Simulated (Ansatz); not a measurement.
Ansatz (an electronic-structure program) input file for C4H10S, SMILES CC(C)(C)S, PBE0-D3(BJ)/def2-SVP. 

Ansatz 0.2 input:
```yaml
crystal:
  periodic: [false, false, false]
  atoms:
    - {symbol: C, position_ang: [-0.29742118, 1.21057245, -1.10726069]}
    - {symbol: C, position_ang: [-0.25525651, -0.04877731, -0.25227611]}
    - {symbol: C, position_ang: [0.14507166, -1.26514756, -1.07634146]}
    - {symbol: C, position_ang: [-1.58994409, -0.27851281, 0.44520489]}
    - {symbol: S, position_ang: [0.99516323, 0.19178195, 1.10105657]}
    - {symbol: H, position_ang: [-1.06567788, 1.11280459, -1.87262186]}
    - {symbol: H, position_ang: [-0.52736286, 2.07936791, -0.49457814]}
    - {symbol: H, position_ang: [0.65871188, 1.37911216, -1.59970425]}
    - {symbol: H, position_ang: [0.23063942, -2.14390976, -0.44101388]}
    - {symbol: H, position_ang: [-0.60781740, -1.45983934, -1.83851763]}
    - {symbol: H, position_ang: [1.10106281, -1.10289214, -1.57119694]}
    - {symbol: H, position_ang: [-1.54084300, -1.16106540, 1.07924169]}
    - {symbol: H, position_ang: [-1.84620282, 0.57656041, 1.06706947]}
    - {symbol: H, position_ang: [-2.37709165, -0.42169880, -0.29259604]}
    - {symbol: H, position_ang: [2.03727075, 0.36424077, 0.29105271]}
basis:
  gaussian:
    orbitals: def2-SVP
hamiltonian:
  xc: pbe0
  dispersion: d3bj
relax: {f_tol: 0.002, max_steps: 200}
```

Output:

```
WARN ansatz: RAYON_NUM_THREADS=1 ignored (pool sized by the plan → 1); use --threads N
Functional definition: PBE0
integrals: 0.10 GiB planned
1395 factors; integrals over basis functions are off by at most 2.3e-4 eV
mean field: 0.58 GiB planned
mean field evaluation 1: about -15123.3008 eV, gradient 5.7e1 eV
mean field evaluation 2: about -15120.1182 eV, gradient 6.6e1 eV
mean field evaluation 4: about -15131.3441 eV, gradient 2.4e0 eV
mean field evaluation 8: about -15131.3885 eV, gradient 7.7e-2 eV
mean field evaluation 16: about -15131.3885 eV, gradient 1.2e-5 eV
mean field -15131.38847173 eV, -556.0682699126 hartree, gradient 1.2e-5 eV, S^2 0.000000; 0 other end points of the search recorded, 0 dependent functions left out
the calculation of the forces begins
reference -15131.38849745 eV, -556.0682708578 hartree; 25, 25 occupied and 99, 99 virtual orbitals, 1395 factors
relax step   1: F+E_penalty+E_count = -15131.70700486 eV  Δ(F+E_penalty+E_count) = +0.000e0 eV  max|allowed force component| = 5.513e-1 eV/Å  Δτ_max = 0.0000 Å  (26 SCF iters, accepted)
these checks for a lower state are left out or cut short: starts, cluster_reference, orbital_swaps, neighbouring_geometries, increment
integrals: 0.10 GiB planned
1395 factors; integrals over basis functions are off by at most 2.4e-4 eV
mean field: 0.58 GiB planned
mean field -15131.42413010 eV, -556.0695803335 hartree, gradient 8.1e-6 eV, S^2 0.000000; 0 other end points of the search recorded, 0 dependent functions left out
the calculation of the forces begins
reference -15131.42415585 eV, -556.0695812797 hartree; 25, 25 occupied and 99, 99 virtual orbitals, 1395 factors
relax step   2: F+E_penalty+E_count = -15131.74152578 eV  Δ(F+E_penalty+E_count) = -3.452e-2 eV  max|allowed force component| = 2.289e-1 eV/Å  Δτ_max = 0.0387 Å  (27 SCF iters, accepted)
these checks for a lower state are left out or cut short: starts, cluster_reference, orbital_swaps, neighbouring_geometries, increment
integrals: 0.10 GiB planned
1395 factors; integrals over basis functions are off by at most 2.4e-4 eV
mean field: 0.58 GiB planned
mean field -15131.42796404 eV, -556.0697212284 hartree, gradient 8.5e-6 eV, S^2 0.000000; 0 other end points of the search recorded, 0 dependent functions left out
the calculation of the forces begins
reference -15131.42798983 eV, -556.0697221759 hartree; 25, 25 occupied and 99, 99 virtual orbitals, 1395 factors
relax step   3: F+E_penalty+E_count = -15131.74493252 eV  Δ(F+E_penalty+E_count) = -3.407e-3 eV  max|allowed force component| = 9.661e-2 eV/Å  Δτ_max = 0.0163 Å  (28 SCF iters, accepted)
these checks for a lower state are left out or cut short: starts, cluster_reference, orbital_swaps, neighbouring_geometries, increment
integrals: 0.10 GiB planned
1395 factors; integrals over basis functions are off by at most 2.4e-4 eV
mean field: 0.58 GiB planned
mean field evaluation 32: about -15131.4280 eV, gradient 2.2e-1 eV
mean field -15131.42817750 eV, -556.0697290727 hartree, gradient 8.4e-6 eV, S^2 0.000000; 0 other end points of the search recorded, 0 dependent functions left out
the calculation of the forces begins
reference -15131.42820326 eV, -556.0697300193 hartree; 25, 25 occupied and 99, 99 virtual orbitals, 1395 factors
relax step   4: F+E_penalty+E_count = -15131.74529893 eV  Δ(F+E_penalty+E_count) = -3.664e-4 eV  max|allowed force component| = 3.101e-2 eV/Å  Δτ_max = 0.0068 Å  (22 SCF iters, accepted)
these checks for a lower state are left out or cut short: starts, cluster_reference, orbital_swaps, neighbouring_geometries, increment
integrals: 0.10 GiB planned
1395 factors; integrals over basis functions are off by at most 2.4e-4 eV
mean field: 0.58 GiB planned
mean field -15131.42817748 eV, -556.0697290720 hartree, gradient 6.4e-5 eV, S^2 0.000000; 0 other end points of the search recorded, 0 dependent functions left out
the calculation of the forces begins
reference -15131.42820324 eV, -556.0697300187 hartree; 25, 25 occupied and 99, 99 virtual orbitals, 1395 factors
relax step   5: F+E_penalty+E_count = -15131.74533555 eV  Δ(F+E_penalty+E_count) = -3.662e-5 eV  max|allowed force component| = 5.619e-3 eV/Å  Δτ_max = 0.0014 Å  (19 SCF iters, accepted)
these checks for a lower state are left out or cut short: starts, cluster_reference, orbital_swaps, neighbouring_geometries, increment
integrals: 0.10 GiB planned
1395 factors; integrals over basis functions are off by at most 2.4e-4 eV
mean field: 0.58 GiB planned
mean field -15131.42816820 eV, -556.0697287308 hartree, gradient 2.6e-5 eV, S^2 0.000000; 0 other end points of the search recorded, 0 dependent functions left out
the calculation of the forces begins
reference -15131.42819395 eV, -556.0697296774 hartree; 25, 25 occupied and 99, 99 virtual orbitals, 1395 factors
relax step   6: F+E_penalty+E_count = -15131.74533735 eV  Δ(F+E_penalty+E_count) = -1.798e-6 eV  max|allowed force component| = 8.299e-4 eV/Å  Δτ_max = 0.0004 Å  (18 SCF iters, accepted)
integrals: 0.10 GiB planned
1395 factors; integrals over basis functions are off by at most 2.4e-4 eV
mean field: 0.58 GiB planned
mean field -15131.42816820 eV, -556.0697287308 hartree, gradient 2.6e-5 eV, S^2 0.000000; 1 other end points of the search recorded, 0 dependent functions left out
the calculation of the forces begins
reference -15131.42819395 eV, -556.0697296774 hartree; 25, 25 occupied and 99, 99 virtual orbitals, 1395 factors
Total energy: -15131.74536311 eV, -556.0813854288 hartree
Atom 0 at    -0.301606     1.208445    -1.110851 Å, force    -0.000694    -0.000371    -0.000433 eV/Å
Atom 1 at    -0.240243    -0.046293    -0.246626 Å, force    -0.000001     0.000053     0.000666 eV/Å
Atom 2 at     0.139545    -1.264629    -1.081144 Å, force    -0.000749     0.000110    -0.000484 eV/Å
Atom 3 at    -1.575059    -0.275913     0.458664 Å, force     0.000052     0.000072    -0.000830 eV/Å
Atom 4 at     0.987424     0.189061     1.115052 Å, force     0.000219    -0.000067     0.000106 eV/Å
Atom 5 at    -1.065187     1.091900    -1.898588 Å, force    -0.000010     0.000057    -0.000123 eV/Å
Atom 6 at    -0.555872     2.091534    -0.507163 Å, force     0.000204    -0.000036     0.000212 eV/Å
Atom 7 at     0.663427     1.399862    -1.605114 Å, force     0.000136    -0.000063     0.000062 eV/Å
Atom 8 at     0.204044    -2.166800    -0.455954 Å, force     0.000136     0.000073     0.000195 eV/Å
Atom 9 at    -0.614119    -1.437804    -1.868016 Å, force     0.000002    -0.000020    -0.000138 eV/Å
Atom 10 at     1.113147    -1.121930    -1.575072 Å, force     0.000119     0.000087     0.000139 eV/Å
Atom 11 at    -1.537822    -1.168055     1.102061 Å, force     0.000264     0.000049     0.000211 eV/Å
Atom 12 at    -1.850951     0.588624     1.081342 Å, force     0.000249     0.000065     0.000128 eV/Å
Atom 13 at    -2.369745    -0.426368    -0.289252 Å, force    -0.000047    -0.000101    -0.000050 eV/Å
Atom 14 at     2.063319     0.370965     0.318178 Å, force     0.000118     0.000092     0.000338 eV/Å
Dipole moment:    -0.090381    -0.020063    -0.323173 e Å
```

The run converged.

Cost: very roughly 40 core-seconds.
